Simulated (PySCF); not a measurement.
LuH3(NH3) at several levels of theory

Computed with PySCF 2.14.0 (density fitting, no spin-orbit coupling) at the geometry relaxed with PBE0:

```xyz
8
LuH3(NH3) (singlet in the valence; each metal's 4f electrons, 14 of them, lie in its core potential, out of spins and levels)
Lu    0.2125   -0.2125    0.2125
H     1.1527    1.2629    1.1527
H    -1.2629   -1.1527    1.1527
H     1.1527   -1.1527   -1.2629
N    -1.1827    1.1827   -1.1827
H    -1.7924    1.7924   -0.6326
H    -0.6326    1.7924   -1.7924
H    -1.7924    0.6326   -1.7924
```

```tsv
level	basis	state	HOMO (eV)	gap (eV)	charge on Lu1 (e)	population of f-type functions on Lu1 (polarisation alone where 4f lies in the core)	dipole about the centre of mass (D)	largest force component (eV/Å)
PBE0	Lu lcecp-1-SVP with ECP60, H def2-SVP, N def2-SVP	singlet	-6.36	6.06	0.52	0.02	5.60	0.00
PBE0	Lu lcecp-1-TZVP with ECP60, H def2-TZVP, N def2-TZVP	singlet	-6.40	5.81	0.73	0.02	5.49	0.21
```

In the lcecp rows the 4f levels are missing from HOMO and gap, and the state counts the valence alone.

Charges are Mulliken's, which hang on the basis. The relaxation used the grid (50, 194), these runs (75, 302) or, all-electron (x2c bases, spin-free X2C Hamiltonian), (99, 590).

Q: A further run in the first row's basis gives HOMO (eV) -5.05, gap (eV) 3.94, charge on Lu1 (e) 0.30, population of f-type functions on Lu1 (polarisation alone where 4f lies in the core) 0.01, dipole about the centre of mass (D) 5.60, largest force component (eV/Å) 0.26. Which level was it?
A. HF
B. BLYP

A: B. The others give HOMO -9.40 eV (HF).

In the first row's basis the gap widens with exact exchange: 3.9 eV for BLYP (none); 6.1 eV for PBE0 (a fixed share); 11.4 eV for Hartree–Fock (rising or full at long range).

An lcecp potential fixes the number of 4f electrons, so in runs with it no electron can move into or out of that shell.
